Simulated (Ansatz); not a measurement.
`O=CC[SiH2]O`, charge 0, multiplicity 1.

Task: Give a relaxed structure at PBE0-D4/def2-TZVP (Ansatz 0.2.0). (An estimate is asked.)

Result: Ansatz gave: 
```xyz
11

O    -1.277    1.475    0.710
C    -1.439    0.355    0.285
C    -0.440   -0.731    0.433
Si    1.086   -0.248   -0.589
O     1.584    1.219   -0.062
H    -2.354    0.113   -0.294
H    -0.085   -0.767    1.467
H    -0.835   -1.705    0.138
H     0.712   -0.237   -2.029
H     2.170   -1.235   -0.371
H     0.879    1.762    0.312
```
This is one stationary point; other conformers may exist.
